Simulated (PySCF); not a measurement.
```xyz
5

O      1.0702    -0.5528    -0.1180
Ge    -0.5303     0.0174     0.4319
H      1.7541     0.1130    -0.0137
H     -0.7831     1.4431    -0.1402
H     -1.5110    -1.0207    -0.1600
```

Charge 0, multiplicity 2.

Give the Mulliken and meta-Löwdin atomic charges from ωB97X-D3(BJ)/def2-TZVP // PBE0-D3(BJ)/def2-TZVP run with PySCF.


| atom | Mulliken (e) | meta-Löwdin (e) |
|---|---|---|
| O1 | -0.55 | -0.71 |
| Ge2 | 0.24 | 0.51 |
| H3 | 0.31 | 0.34 |
| H4 | -0.01 | -0.08 |
| H5 | 0.01 | -0.06 |
